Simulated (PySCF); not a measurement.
Zn(OH)2 (H2O2Zn), SMILES [OH][Zn][OH]. The structure is a stationary point at PBE0-D3(BJ)/def2-TZVP. The isomer is the one that the SMILES or the coordinates give; other isomers of the formula were not compared. Other conformers were not sampled.

**Question.** Give the equilibrium geometry at PBE0-D3(BJ)/def2-TZVP (PySCF confirms it by a frequency run) as Cartesian coordinates in Å, and its point group. (Estimate from the structure and the level; the computed values follow.)

**Answer.** One answer among several that fit: point group C2.
```xyz
5

Zn     0.0000     0.0000     0.0061
O      1.7620     0.0797    -0.0774
H      2.2220    -0.5054     0.5270
O     -1.7620    -0.0797    -0.0774
H     -2.2220     0.5054     0.5270
```
Charge 0, spin multiplicity 1.
